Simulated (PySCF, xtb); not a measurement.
As4. Atoms are numbered in the order given.

```xyz
4

As    -0.8702     0.8702    -0.8702
As     0.8702     0.8702     0.8702
As     0.8702    -0.8702    -0.8702
As    -0.8702    -0.8702     0.8702
```
Charge 0, spin multiplicity 1.

Geometry: B3LYP-D3(BJ)/def2-SVP.

Computed with PySCF 2.14.0 with C-PCM-ωB97X/def2-SVP.

The values are the electrostatic part of the solvation free energy, E(continuum) − E(gas) at the gas-phase geometry, in a cavity of scaled van der Waals radii (PySCF's table); cavitation and dispersion terms are not included. In vacuum the orbital gap is 9.80 eV. The dipole moment in vacuum is 0.00 D.

Computed values in water (ε = 78.36), acetonitrile (ε = 35.69), ethanol (ε = 24.85):
| solvent | ε | ΔG(elec) (kcal/mol) | dipole (D) | gap (eV) |
|---|---|---|---|---|
| water | 78.36 | -0.2 | 0.00 | 9.81 |
| acetonitrile | 35.69 | -0.2 | 0.00 | 9.81 |
| ethanol | 24.85 | -0.2 | 0.00 | 9.81 |

For comparison, GFN2-xTB/ALPB(water) (xtb, at the GFN2-xTB geometry, all terms of that model) gives -3.3 kcal/mol.
